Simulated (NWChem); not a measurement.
Molecule: Si$_{2}$H$_{3}$Cl$_{3}$; SMILES [SiH3][Si](Cl)(Cl)Cl

### Question
Give the equilibrium geometry at PBE-D3(BJ)/def2-SVP (NWChem) as a Z-matrix, with the point group.

### Answer
point group C3v; any orientation.
```
Si
Cl 1 2.0740
Cl 1 2.0740 2 108.56
Cl 1 2.0740 2 108.56 3 117.82
Si 1 2.3365 2 110.37 3 -121.09
H 5 1.5023 1 108.73 2 60.05
H 5 1.5023 6 110.20 1 -119.08
H 5 1.5023 6 110.20 7 -121.84
```
